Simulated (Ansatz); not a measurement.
A short molecular-dynamics run on C$_{3}$H$_{9}$ClO$_{3}$Zr, SMILES `CC(C)[O][Zr]([OH])([OH])[Cl]`.

```yaml
crystal:
  periodic: [false, false, false]
  atoms:
    - {symbol: C, position_ang: [0.675030, 0.083418, -1.897423]}
    - {symbol: C, position_ang: [1.094750, -0.235868, -0.476454]}
    - {symbol: C, position_ang: [1.383798, -1.709883, -0.274092]}
    - {symbol: O, position_ang: [0.090080, 0.168170, 0.416874]}
    - {symbol: Zr, position_ang: [-1.429080, 0.662549, 1.443698]}
    - {symbol: O, position_ang: [-2.833419, 1.231521, 0.271275]}
    - {symbol: O, position_ang: [-0.956431, 2.064632, 2.664084]}
    - {symbol: Cl, position_ang: [-2.136072, -1.262092, 2.663570]}
    - {symbol: H, position_ang: [1.466179, -0.184217, -2.601614]}
    - {symbol: H, position_ang: [0.462528, 1.148783, -2.006451]}
    - {symbol: H, position_ang: [-0.225717, -0.477473, -2.160331]}
    - {symbol: H, position_ang: [1.997888, 0.340528, -0.233652]}
    - {symbol: H, position_ang: [1.664047, -1.907434, 0.761953]}
    - {symbol: H, position_ang: [0.497417, -2.304689, -0.509058]}
    - {symbol: H, position_ang: [2.200970, -2.033585, -0.922909]}
    - {symbol: H, position_ang: [-3.467054, 1.676460, -0.282436]}
    - {symbol: H, position_ang: [-0.484903, 2.739200, 3.142965]}
basis:
  gaussian: {orbitals: def2-SVP}
hamiltonian: {xc: {name: r2SCAN}, dispersion: rvv10}
md: {timestep: 1 fs, n_steps: 30, ensemble: nvt_nose_hoover, temperature: 700, initial_velocities: maxwell_boltzmann, seed: 794}
```

```sh
$ ansatz run in.yaml --threads 2 --pin off --events-out ev --progress --plain --max-ram 22528MiB --backend cuda --devices 0, --max-vram 18GiB
```

```json
{"step": "0", "time (fs)": "0.0", "potential energy (eV)": "-23190.6390", "kinetic (eV)": "1.3572", "T (K)": "700", "conserved (eV)": "-23189.2817"}
{"step": "1", "time (fs)": "1.0", "potential energy (eV)": "-23190.4497", "kinetic (eV)": "1.1925", "T (K)": "615", "conserved (eV)": "-23189.2573"}
{"step": "2", "time (fs)": "2.0", "potential energy (eV)": "-23190.1617", "kinetic (eV)": "0.9277", "T (K)": "478", "conserved (eV)": "-23189.2340"}
{"step": "3", "time (fs)": "3.0", "potential energy (eV)": "-23190.0859", "kinetic (eV)": "0.8353", "T (K)": "431", "conserved (eV)": "-23189.2507"}
{"step": "4", "time (fs)": "4.0", "potential energy (eV)": "-23190.0376", "kinetic (eV)": "0.7913", "T (K)": "408", "conserved (eV)": "-23189.2466"}
{"step": "5", "time (fs)": "5.0", "potential energy (eV)": "-23190.0269", "kinetic (eV)": "0.7827", "T (K)": "404", "conserved (eV)": "-23189.2447"}
{"step": "6", "time (fs)": "6.0", "potential energy (eV)": "-23190.0733", "kinetic (eV)": "0.8199", "T (K)": "423", "conserved (eV)": "-23189.2541"}
{"step": "7", "time (fs)": "7.0", "potential energy (eV)": "-23190.0560", "kinetic (eV)": "0.7981", "T (K)": "412", "conserved (eV)": "-23189.2589"}
{"step": "8", "time (fs)": "8.0", "potential energy (eV)": "-23189.9280", "kinetic (eV)": "0.6801", "T (K)": "351", "conserved (eV)": "-23189.2493"}
{"step": "9", "time (fs)": "9.0", "potential energy (eV)": "-23189.8356", "kinetic (eV)": "0.5965", "T (K)": "308", "conserved (eV)": "-23189.2409"}
{"step": "10", "time (fs)": "10.0", "potential energy (eV)": "-23189.9349", "kinetic (eV)": "0.6969", "T (K)": "359", "conserved (eV)": "-23189.2402"}
{"step": "11", "time (fs)": "11.0", "potential energy (eV)": "-23190.1902", "kinetic (eV)": "0.9232", "T (K)": "476", "conserved (eV)": "-23189.2699"}
{"step": "12", "time (fs)": "12.0", "potential energy (eV)": "-23190.2018", "kinetic (eV)": "0.9375", "T (K)": "484", "conserved (eV)": "-23189.2680"}
{"step": "13", "time (fs)": "13.0", "potential energy (eV)": "-23189.9434", "kinetic (eV)": "0.7036", "T (K)": "363", "conserved (eV)": "-23189.2442"}
{"step": "14", "time (fs)": "14.0", "potential energy (eV)": "-23189.7451", "kinetic (eV)": "0.5190", "T (K)": "268", "conserved (eV)": "-23189.2312"}
{"step": "15", "time (fs)": "15.0", "potential energy (eV)": "-23189.8113", "kinetic (eV)": "0.5819", "T (K)": "300", "conserved (eV)": "-23189.2351"}
{"step": "16", "time (fs)": "16.0", "potential energy (eV)": "-23190.0782", "kinetic (eV)": "0.8292", "T (K)": "428", "conserved (eV)": "-23189.2556"}
{"step": "17", "time (fs)": "17.0", "potential energy (eV)": "-23190.2360", "kinetic (eV)": "0.9674", "T (K)": "499", "conserved (eV)": "-23189.2764"}
{"step": "18", "time (fs)": "18.0", "potential energy (eV)": "-23190.0343", "kinetic (eV)": "0.7891", "T (K)": "407", "conserved (eV)": "-23189.2542"}
{"step": "19", "time (fs)": "19.0", "potential energy (eV)": "-23189.8086", "kinetic (eV)": "0.5885", "T (K)": "304", "conserved (eV)": "-23189.2301"}
{"step": "20", "time (fs)": "20.0", "potential energy (eV)": "-23189.8921", "kinetic (eV)": "0.6551", "T (K)": "338", "conserved (eV)": "-23189.2481"}
{"step": "21", "time (fs)": "21.0", "potential energy (eV)": "-23190.0454", "kinetic (eV)": "0.7960", "T (K)": "411", "conserved (eV)": "-23189.2618"}
{"step": "22", "time (fs)": "22.0", "potential energy (eV)": "-23190.0356", "kinetic (eV)": "0.7907", "T (K)": "408", "conserved (eV)": "-23189.2587"}
{"step": "23", "time (fs)": "23.0", "potential energy (eV)": "-23189.8815", "kinetic (eV)": "0.6493", "T (K)": "335", "conserved (eV)": "-23189.2474"}
{"step": "24", "time (fs)": "24.0", "potential energy (eV)": "-23189.7361", "kinetic (eV)": "0.5104", "T (K)": "263", "conserved (eV)": "-23189.2420"}
{"step": "25", "time (fs)": "25.0", "potential energy (eV)": "-23189.6758", "kinetic (eV)": "0.4452", "T (K)": "230", "conserved (eV)": "-23189.2479"}
{"step": "26", "time (fs)": "26.0", "potential energy (eV)": "-23189.6344", "kinetic (eV)": "0.4050", "T (K)": "209", "conserved (eV)": "-23189.2478"}
{"step": "27", "time (fs)": "27.0", "potential energy (eV)": "-23189.6544", "kinetic (eV)": "0.4377", "T (K)": "226", "conserved (eV)": "-23189.2360"}
{"step": "28", "time (fs)": "28.0", "potential energy (eV)": "-23189.8462", "kinetic (eV)": "0.6007", "T (K)": "310", "conserved (eV)": "-23189.2661"}
{"step": "29", "time (fs)": "29.0", "potential energy (eV)": "-23189.8407", "kinetic (eV)": "0.5944", "T (K)": "307", "conserved (eV)": "-23189.2685"}
{"step": "30", "time (fs)": "30.0", "potential energy (eV)": "-23189.5960", "kinetic (eV)": "0.3840", "T (K)": "198", "conserved (eV)": "-23189.2356"}
```

Velocities are drawn at the set temperature; a run this short doesn't reach equilibrium.

Frames (Å, forces in eV/Å):

```xyz
17
time=0.0 fs
C     0.675    0.083   -1.897    0.068   -0.019    0.115
C     1.095   -0.236   -0.476   -0.110   -0.095   -0.049
C     1.384   -1.710   -0.274    0.009    0.132   -0.026
O     0.090    0.168    0.417    0.166   -0.035   -0.089
Zr   -1.429    0.663    1.444   -0.242   -0.024    0.187
O    -2.833    1.232    0.271    0.112   -0.076    0.082
O    -0.956    2.065    2.664   -0.072   -0.122   -0.098
Cl   -2.136   -1.262    2.664   -0.045   -0.125    0.078
H     1.466   -0.184   -2.602    0.215   -0.068   -0.215
H     0.463    1.149   -2.006   -0.065    0.312   -0.034
H    -0.226   -0.477   -2.160   -0.266   -0.164   -0.071
H     1.998    0.341   -0.234    0.295    0.174    0.063
H     1.664   -1.907    0.762    0.079   -0.061    0.303
H     0.497   -2.305   -0.509   -0.263   -0.169   -0.063
H     2.201   -2.034   -0.923    0.231   -0.107   -0.176
H    -3.467    1.676   -0.282   -0.267    0.161   -0.225
H    -0.485    2.739    3.143    0.156    0.286    0.218
17
time=3.0 fs
C     0.695    0.068   -1.880   -0.292   -0.148   -3.448
C     1.100   -0.238   -0.495    0.520   -0.101    1.701
C     1.354   -1.702   -0.292    2.953   -1.367    0.245
O     0.107    0.165    0.419   -0.446    0.269    0.058
Zr   -1.432    0.662    1.451    0.132    0.436   -0.200
O    -2.853    1.221    0.270    1.221   -0.939    0.959
O    -0.957    2.089    2.663    0.160    0.076    0.128
Cl   -2.132   -1.258    2.652   -0.096   -0.258    0.186
H     1.538   -0.276   -2.671   -1.774    0.854    1.674
H     0.426    1.155   -2.068    0.515   -0.911    0.263
H    -0.271   -0.521   -2.159    1.440    0.709    0.493
H     2.049    0.243   -0.134   -0.366    0.293   -0.692
H     1.689   -1.885    0.807   -0.910    0.029   -1.612
H     0.529   -2.351   -0.640    0.064    0.083    0.367
H     2.321   -1.977   -0.924   -1.790    0.318    1.012
H    -3.454    1.752   -0.205   -1.110    0.925   -0.875
H    -0.499    2.728    3.226   -0.219   -0.269   -0.257
17
time=6.0 fs
C     0.713    0.051   -1.886   -0.531    0.436   -1.907
C     1.109   -0.240   -0.501    0.336   -0.213    2.195
C     1.344   -1.702   -0.310    1.433   -1.167   -0.742
O     0.122    0.164    0.421   -0.837    0.493    0.207
Zr   -1.435    0.661    1.457    0.533    0.845   -0.490
O    -2.868    1.207    0.273   -2.016    2.269   -1.428
O    -0.957    2.113    2.661   -0.091   -0.391   -0.178
Cl   -2.127   -1.254    2.640   -0.154   -0.416    0.303
H     1.477   -0.303   -2.615   -0.204    0.322    0.277
H     0.429    1.098   -2.109    0.451   -0.025    0.227
H    -0.212   -0.514   -2.122    0.175   -0.082    0.167
H     2.074    0.172   -0.091   -0.436    0.592   -0.919
H     1.645   -1.864    0.736   -0.645   -0.434    0.108
H     0.565   -2.388   -0.741    0.338    0.475    0.695
H     2.307   -1.900   -0.851   -0.535   -0.268   -0.007
H    -3.520    1.884   -0.195    2.260   -2.355    1.624
H    -0.528    2.699    3.292   -0.078   -0.083   -0.134
17
time=9.0 fs
C     0.727    0.038   -1.903   -1.091    1.254    2.013
C     1.120   -0.244   -0.493   -0.739   -0.340    1.019
C     1.343   -1.710   -0.332   -0.866    0.202   -0.471
O     0.132    0.165    0.425   -1.029    0.589    0.355
Zr   -1.437    0.661    1.464    0.708    1.158   -0.794
O    -2.891    1.202    0.270    2.093   -1.975    1.436
O    -0.958    2.135    2.659   -0.379   -0.876   -0.618
Cl   -2.124   -1.251    2.629   -0.188   -0.525    0.386
H     1.419   -0.314   -2.555    2.643   -1.069   -2.348
H     0.467    1.045   -2.134    0.009    1.411   -0.079
H    -0.147   -0.519   -2.072   -1.733   -1.073   -0.361
H     2.068    0.153   -0.121    0.363    0.942   -0.369
H     1.547   -1.880    0.683   -0.130   -0.774    1.978
H     0.622   -2.391   -0.787   -0.450   -0.025    0.153
H     2.265   -1.847   -0.785    2.284   -0.914   -1.416
H    -3.435    1.856   -0.075   -1.609    1.845   -1.038
H    -0.563    2.665    3.348    0.113    0.170    0.153
17
time=12.0 fs
C     0.734    0.032   -1.910   -0.048   -0.737   -1.148
C     1.126   -0.250   -0.477   -0.500    0.234   -0.052
C     1.340   -1.719   -0.356    2.608   -0.593    1.795
O     0.137    0.170    0.430   -0.830    0.451    0.280
Zr   -1.439    0.662    1.469    0.741    1.351   -0.870
O    -2.905    1.189    0.274    0.351    0.218    0.365
O    -0.960    2.153    2.654   -0.108   -0.542   -0.037
Cl   -2.120   -1.249    2.619   -0.217   -0.622    0.455
H     1.526   -0.386   -2.639   -0.998    0.677    0.951
H     0.512    1.088   -2.160    0.128   -0.188    0.160
H    -0.195   -0.592   -2.048    0.489    0.656   -0.293
H     2.084    0.209   -0.185    0.036    0.453   -0.030
H     1.434   -1.954    0.755   -0.072   -0.067   -1.151
H     0.643   -2.396   -0.821   -0.779   -0.209   -0.368
H     2.365   -1.864   -0.813   -0.796   -0.469    0.343
H    -3.443    1.944   -0.011    0.197   -0.353    0.080
H    -0.593    2.639    3.410   -0.202   -0.257   -0.481
17
time=15.0 fs
C     0.741    0.022   -1.924   -0.077   -0.629   -1.246
C     1.129   -0.255   -0.462    0.317    0.968   -0.900
C     1.353   -1.731   -0.369    1.745   -1.783    1.472
O     0.137    0.176    0.437   -0.460    0.167    0.059
Zr   -1.440    0.665    1.474    0.685    1.412   -0.870
O    -2.915    1.176    0.280   -1.186    2.619   -0.317
O    -0.964    2.167    2.649   -0.368   -0.888   -0.535
Cl   -2.117   -1.249    2.611   -0.231   -0.684    0.505
H     1.572   -0.413   -2.665   -1.669    0.917    1.495
H     0.566    1.121   -2.174    0.068   -1.186    0.300
H    -0.215   -0.620   -2.051    1.110    1.201   -0.358
H     2.100    0.301   -0.253   -0.777   -0.454    0.180
H     1.318   -2.037    0.751    0.440    0.282   -1.586
H     0.609   -2.408   -0.878    0.374    0.824    0.137
H     2.417   -1.922   -0.822   -1.753   -0.120    0.877
H    -3.463    2.032    0.039    1.728   -2.739    0.741
H    -0.635    2.597    3.439    0.056    0.095    0.048
17
time=18.0 fs
C     0.746    0.008   -1.946   -0.536    0.828    2.208
C     1.134   -0.253   -0.453   -0.073    0.445   -1.568
C     1.378   -1.755   -0.372   -1.631    0.027   -0.069
O     0.135    0.184    0.444   -0.222   -0.091   -0.130
Zr   -1.440    0.669    1.478    0.615    1.223   -0.963
O    -2.930    1.173    0.285    2.791   -3.687    1.274
O    -0.969    2.177    2.640   -0.341   -0.793   -0.414
Cl   -2.115   -1.251    2.603   -0.227   -0.692    0.525
H     1.497   -0.372   -2.581    1.256   -0.692   -0.995
H     0.624    1.069   -2.165   -0.277    0.312   -0.028
H    -0.157   -0.556   -2.085   -0.937   -0.186   -0.539
H     2.059    0.361   -0.304   -0.210   -0.488    0.527
H     1.236   -2.102    0.632    0.460   -0.296    1.155
H     0.599   -2.357   -0.928    0.532    0.725    0.074
H     2.342   -1.995   -0.767    0.988   -0.400   -0.245
H    -3.371    1.942    0.138   -2.237    3.659   -0.839
H    -0.675    2.560    3.469    0.049    0.105    0.027
17
time=21.0 fs
C     0.749   -0.001   -1.952   -0.100    0.399    2.368
C     1.138   -0.248   -0.455   -0.956   -0.635   -1.420
C     1.392   -1.779   -0.375   -1.450    1.330    0.472
O     0.132    0.191    0.450    0.016   -0.339   -0.394
Zr   -1.440    0.674    1.481    0.591    0.904   -0.935
O    -2.935    1.158    0.296   -0.305    1.572    0.198
O    -0.976    2.183    2.630   -0.119   -0.352    0.311
Cl   -2.113   -1.254    2.597   -0.220   -0.684    0.537
H     1.515   -0.382   -2.569    1.236   -0.724   -0.999
H     0.660    1.042   -2.158   -0.275    1.239   -0.227
H    -0.169   -0.502   -2.164   -1.094   -0.523   -0.336
H     2.004    0.383   -0.311    0.881    0.085    0.625
H     1.192   -2.189    0.594    0.242   -0.146    1.271
H     0.627   -2.251   -0.977   -0.390   -0.337   -0.599
H     2.340   -2.101   -0.727    1.353   -0.178   -0.453
H    -3.395    2.041    0.194    0.693   -1.521    0.078
H    -0.712    2.531    3.497   -0.105   -0.090   -0.496
17
time=24.0 fs
C     0.749   -0.007   -1.944    0.393    0.111   -1.384
C     1.135   -0.247   -0.466   -0.126   -0.355   -0.247
C     1.397   -1.795   -0.373    0.381   -0.620    1.048
O     0.128    0.196    0.455    0.218   -0.541   -0.708
Zr   -1.439    0.680    1.483    0.504    0.485   -0.918
O    -2.939    1.148    0.308   -0.885    2.622    0.067
O    -0.984    2.187    2.620   -0.276   -0.437   -0.270
Cl   -2.112   -1.259    2.592   -0.191   -0.609    0.516
H     1.623   -0.446   -2.631   -1.801    0.856    1.306
H     0.675    1.098   -2.166    0.043   -0.777    0.113
H    -0.255   -0.484   -2.266    1.420    0.470    0.635
H     2.011    0.404   -0.269    0.173   -0.420    0.134
H     1.171   -2.281    0.649    0.379    0.967   -1.164
H     0.633   -2.168   -1.068    0.056   -0.670    0.050
H     2.431   -2.214   -0.719   -1.547    1.144    0.444
H    -3.394    2.070    0.245    1.122   -2.484    0.071
H    -0.755    2.499    3.493    0.136    0.259    0.307
17
time=27.0 fs
C     0.753   -0.011   -1.943    0.294    1.044   -1.294
C     1.132   -0.249   -0.479    0.522   -0.292    0.894
C     1.403   -1.815   -0.366   -0.865   -0.106   -0.583
O     0.126    0.199    0.455    0.270   -0.609   -0.878
Zr   -1.438    0.686    1.484    0.485   -0.082   -1.002
O    -2.945    1.147    0.322    2.524   -4.254    0.404
O    -0.993    2.188    2.610   -0.087   -0.026    0.401
Cl   -2.111   -1.265    2.588   -0.146   -0.489    0.470
H     1.599   -0.448   -2.599   -1.158    0.613    0.783
H     0.692    1.101   -2.166    0.142   -0.920    0.167
H    -0.239   -0.434   -2.319    1.041    0.100    0.842
H     2.034    0.390   -0.215   -0.497   -0.728   -0.397
H     1.179   -2.300    0.624   -0.055    0.682   -0.570
H     0.644   -2.140   -1.151    0.776   -0.642    1.121
H     2.414   -2.239   -0.681   -0.864    1.049    0.132
H    -3.329    1.951    0.299   -2.410    4.532   -0.349
H    -0.789    2.484    3.504    0.027    0.128   -0.142
17
time=30.0 fs
C     0.758   -0.008   -1.950   -0.319    1.987    2.705
C     1.132   -0.253   -0.487   -0.389   -1.201    1.008
C     1.402   -1.833   -0.362   -2.568    2.695   -1.518
O     0.125    0.198    0.451    0.233   -0.540   -0.848
Zr   -1.436    0.693    1.485    0.621   -0.569   -1.010
O    -2.944    1.134    0.336   -1.071    2.597   -0.039
O    -1.002    2.190    2.602    0.032    0.322    0.833
Cl   -2.111   -1.273    2.586   -0.108   -0.382    0.426
H     1.501   -0.411   -2.518    2.573   -1.306   -2.032
H     0.721    1.042   -2.156    0.073    1.210   -0.195
H    -0.154   -0.383   -2.308   -1.836   -1.114   -0.031
H     2.024    0.321   -0.191    0.240    0.005   -0.324
H     1.179   -2.268    0.566   -0.704   -0.489    1.804
H     0.712   -2.170   -1.151   -0.107   -0.860    0.419
H     2.344   -2.183   -0.637    2.375   -0.162   -0.745
H    -3.390    2.056    0.330    0.953   -2.274   -0.116
H    -0.820    2.482    3.506    0.001    0.081   -0.336
```

Hardware: 2 threads of an AMD EPYC 7R13 on a shared host and a share of an NVIDIA H100 80 GB. Wall time 75 s, peak host memory 0.93 GiB.
